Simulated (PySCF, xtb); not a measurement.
N-ethenylpropan-2-imine (C5H9N), SMILES C=CN=C(C)C. The values are those of a single conformer.

Harmonic wavenumbers (cm⁻¹) from GFN2-xTB (xtb) at its own minimum, in rising order: 94, 117, 138, 172, 222, 358, 413, 474, 583, 690, 816, 848, 927, 943, 974, 991, 1044, 1060, 1179, 1237, 1277, 1379, 1389, 1402, 1460, 1464, 1471, 1476, 1660, 1759, 3008, 3011, 3021, 3028, 3028, 3043, 3065, 3109, 3140.

Question: What does PBE-D3(BJ)/def2-SVP run with PySCF give at its own minimum? (The exact figures need the calculation; the answer reports its results.)

Answer: 101, 134, 157, 201, 247, 371, 421, 484, 589, 697, 801, 815, 886, 895, 936, 958, 1022, 1049, 1170, 1222, 1266, 1324, 1336, 1368, 1383, 1389, 1401, 1411, 1622, 1711, 2963, 2969, 3036, 3041, 3055, 3085, 3092, 3102, 3188. Paired by order, the mean absolute difference is 31 cm⁻¹ and the zero-point energies are 79.3 and 78.5 kcal/mol.
